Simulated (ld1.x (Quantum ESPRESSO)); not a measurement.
Configuration tests for Ga (PAW)

ld1.x (Quantum ESPRESSO) 7.5 input, shortened:

```
&input
   title='Ga', zed=31., rel=2, dft='PBE', iswitch=3,
   config='[Ar] 3d10 4s2 4p1 4f-2', rel_dist='average'
 /
 &inputp
   pseudotype=3, lpaw=.true., tm=.true., lloc=-2, rcloc=1.05,
   nlcc=.true., new_core_ps=.true.,
   which_augfun='BESSEL', rmatch_augfun=0.95
 /
8
4S  1  0   2.00   0.00  1.65  2.30  0.0
4S  1  0   0.00   1.70  1.65  2.30  0.0
4P  2  1   1.00   0.00  2.35  3.10  0.0
4P  2  1   0.00   0.85  2.35  3.10  0.0
3D  3  2  10.00   0.00  0.90  1.00  0.0
3D  3  2   0.00  -0.40  0.90  1.00  0.0
4F  4  3  -2.00   0.05  2.95  3.40  0.0
4F  4  3  -2.00   1.10  2.95  3.40  0.0
 &test
   configts(1)='3d10 4s2 4p1'
 /
```

Open shells are filled in proportion to 2j + 1 (rel_dist='average').

Energies are relative to the spin-unpolarised reference configuration 3d10 4s2 4p1; without spin polarisation the order of configurations can differ from experiment. Not all tests gave a result: 2 of 7 tests not solved or not reliable. Left out of the table: 3d10 4s0 4p0 (pseudo-atom not self-consistent, printed error -13.5 eV); 3d9 4s2 4p1 (solver errors, printed error -2076 eV).

```
valence configuration  charge  ΔE all-electron (eV)  error AE − PS (meV)
         3d10 4s2 4p0      +1                 5.690                  +24
         3d10 4s1 4p0      +2                26.818                 +372
         3d10 4s1 4p1      +1                13.060                  +76
       3d10 4s2 4p1.3    -0.3                -0.534                  0.0
```

Question: What are ΔE and the potential's error for 3d10 4s2 4p0.5?

Answer: ΔE = 2.031 eV all-electron; the error (AE − PS) is +3.1 meV.

Levels in the configuration 3d10 4s1 4p1:

```tsv
level	all-electron (eV)	pseudo (eV)
3d j=3/2	-29.523	-29.837
3d j=5/2	-29.059	-29.371
4s j=1/2	-17.420	-17.252
4p j=1/2	-10.064	-9.959
4p j=3/2	-9.882	-9.759
```

The ghost test of this file was not conclusive.
